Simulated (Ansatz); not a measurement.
`[SiH3]C[SiH]1CO1` + `N[SiH3]` → `[SiH3]N[SiH]1CO1` + `C[SiH3]`  (ligand exchange at the Si–C bond)

Gas-phase electronic energies from Ansatz, PBE0-D4/def2-TZVP geometries. CCSD(T)/CBS is the MP2 limit (def2-TZVPP, def2-QZVPP) plus CCSD(T) − MP2 in def2-TZVPP, frozen cores. This one scheme is used for every species. DFT in def2-TZVPP. B3LYP here is the variant with VWN-RPA as its local correlation; programs differ in this. One conformer a species, not always the lowest.

```csv
level,ΔE (kJ/mol),difference from CCSD(T)/CBS
PBE-D4,-61.9,8.5
r2SCAN-D4,-68.6,1.8
PBE,-62.4,8.0
r2SCAN,-68.9,1.5
B3LYP,-72.3,-1.9
MP2/def2-TZVPP,-71.1,-0.7
CCSD/def2-TZVPP,-72.4,-2.0
SCS-MP2/def2-QZVPP,-73.7,-3.3
HF/CBS(def2),-82.3,-11.9
CCSD/CBS(def2),-72.0,-1.6
CCSD(T)/CBS,-70.4,0
```

Largest T1 diagnostic among the species: 0.013.

In def2-TZVPP, CCSD(T) changes the Hartree–Fock value by +10.7 kJ/mol (the triples alone add +1.5 kJ/mol) and MP2 by +10.5 kJ/mol.
